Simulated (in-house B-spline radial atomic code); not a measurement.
**Ba²⁺: [Ar] 3d10 4s2 4p5 4d10 5s2 5p6 5f1 (an excited or competing configuration)**

Computed with a radial B-spline atomic code at the basis-set limit: Dirac-Hartree-Fock, average of configuration, Fermi nucleus of rms radius 4.8378 fm.

Effective charges: Z_r = [3n² - l(l+1)]/(2<r>) from the radius, Z_e = n√(-2ε) from the energy, and Slater's rules. Values are occupation-weighted means over j. An effective charge above Z reflects the relativistic contraction of the inner shells.

```
shell  electrons   ε (eV)  <r> (bohr)    Z_r    Z_e  Slater
   1s          2   -37693     0.02557  58.65  52.63   55.70
   2s          2  -6091.8      0.1092  54.97  42.32   51.85
   2p          6  -5469.4     0.09599  52.09  40.10   51.85
   3s          2  -1357.6      0.2902  46.52  29.97   44.75
   3p          6  -1151.8      0.2886  43.31  27.60   44.75
   3d         10  -848.84      0.2656  39.54  23.70   34.85
   4s          2  -306.71      0.6693  35.86  18.99   28.60
   4p          5  -239.32      0.7136  32.23  16.78   28.60
   4d         10  -132.76      0.7874  26.67  12.49   17.85
   5s          2  -65.432       1.589  23.60  10.96   11.10
   5p          6  -44.913        1.79  20.39   9.08   11.10
   5f          1  -7.3877       6.275   5.02   3.68    3.00
```

The least bound orbital is 5f7/2 at -7.384 eV, and it is also the most diffuse (<r> = 6.278 bohr). The part-filled 4p shell lies below the filled 5p shell in orbital energy.

Spin-orbit splittings of the orbital energies (j = l + 1/2 above j = l - 1/2 when positive): 2p 383.1 eV, 3p 75.95 eV, 3d 15.96 eV, 4p 16.16 eV, 4d 2.83 eV, 5p 2.647 eV, 5f 0.008007 eV.

For the 1s electron the small component carries 4.28 % of the norm, the zero-frequency Breit interaction raises the level by 97.69 eV, self-energy by 56.65 eV, and vacuum polarisation lowers it by 8.185 eV.
